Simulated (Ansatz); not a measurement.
Harmonic frequencies (cm⁻¹) at PBE0-D4/def2-TZVP from Ansatz: 55, 179, 213, 325, 377, 532, 596, 628, 711, 763, 963, 995, 997, 1055, 1206, 1217, 1279, 1302, 1408, 1456, 2166, 2593, 2684, 2985, 3021, 3181, 3271.

Each molecule was computed in one conformer, which needn't be the lowest.

Question: Which molecule is it?
A. `BN=C1CC1`
B. `BCN=C=C`
C. `BC1(C)C=N1`
D. `CB1N=C1C`

Answer: B.
